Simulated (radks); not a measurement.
The numbers below are computed, except where a source is named.
Ionisation ladder of calcium, from Ca to Ca6+. Each ion is in the ground configuration listed by NIST, and IE = E(next ion) - E(this ion). Level of theory: non-relativistic Kohn-Sham, PBEsol, spin-polarised, spherical densities, point nucleus; open shells are filled with parallel spins first (a radial shooting solver on a logarithmic mesh with Libxc functionals).

species  configuration  IE, Delta-SCF (eV)  -e(HOMO) (eV)     HOMO  <r> HOMO (bohr)
Ca            [Ar] 4s2                   ?          3.751       4s             4.03
Ca+           [Ar] 4s1              11.895          9.324    4s up             3.58
Ca2+              [Ar]                   ?         42.985       3p             1.26
Ca3+      [Ne] 3s2 3p5              67.114         58.845  3p down             1.21
Ca4+      [Ne] 3s2 3p4              83.975         75.484  3p down             1.17
Ca5+      [Ne] 3s2 3p3                   ?         98.140    3p up             1.12
Ca6+      [Ne] 3s2 3p2              127.29         117.42    3p up             1.08

Estimate the withheld Delta-SCF values.

Answer. Ca: 6.021 eV (NIST 6.113); Ca2+: 50.838 eV (NIST 50.913); Ca5+: 107.72 eV (NIST 108.8).
